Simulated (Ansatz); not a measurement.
Input file for Ansatz (a quantum-chemistry and plane-wave program): R-SVWN5/def2-TZVPPD on GeH4 (SMILES [GeH4]). Files ending in .json are basis or fitting sets from the Basis Set Exchange.

Ansatz 0.2 input:
```yaml
crystal:
  periodic: [false, false, false]
  atoms:
    - {symbol: Ge, position_ang: [0.11914678, 0.00495086, 4.72598654]}
    - {symbol: H, position_ang: [-0.53212936, 1.23971003, 4.08740827]}
    - {symbol: H, position_ang: [-0.79598692, -0.57265271, 5.81214177]}
    - {symbol: H, position_ang: [1.48405198, 0.37636238, 5.31791873]}
    - {symbol: H, position_ang: [0.32570026, -1.06181283, 3.63213835]}
basis:
  gaussian:
    orbitals: def2-TZVPPD.json
hamiltonian:
  xc: {name: SVWN5}
scf: {lower_state_search: off}
```

Give the final energy of this run.

-2076.1902 hartree.
